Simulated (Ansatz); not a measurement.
Isolated molecules relaxed with PBE0-D4/def2-TZVP in Ansatz; ΔE leaves out vibrations. CBS: MP2 limit from def2 TZ/QZ plus the TZ coupled-cluster correction, frozen cores. For Br, Ge outer-core shells are correlated without core-valence functions, which leaves a few kJ/mol of doubt a bond. Scalar relativity is left out up to krypton.

`[Cl][Ge]([Cl])([Cl])[Br]` + `FC(F)[SiH3]` → `[SiH3][Ge]([Cl])([Cl])[Cl]` + `FC(F)Br`  (formal exchange of groups at a Ge–Br bond)

```tsv
species	CCSD(T)/CBS(def2) energy (Eh)
`[Cl][Ge]([Cl])([Cl])[Br]`	-6028.93261
`FC(F)[SiH3]`	-529.09339
`[SiH3][Ge]([Cl])([Cl])[Cl]`	-3746.46107
`FC(F)Br`	-2811.54081
```

Task: Work out ΔE.

Result: ΔE = (-3746.46107) + (-2811.54081) − (-6028.93261) − (-529.09339) = 0.02412 Eh = +0.66 eV.

Largest T1 diagnostic among the species: 0.012.

From BLYP to BHLYP (50 % exact exchange), in def2-TZVPP and without D4, ΔE moves by +0.16 eV. At CCSD(T), def2-SVP lies +0.09 eV from the extrapolated value and def2-TZVPP −0.00 eV. In def2-TZVPP, CCSD(T) changes the Hartree–Fock value by −0.16 eV (the triples alone add −0.03 eV) and MP2 by −0.12 eV.
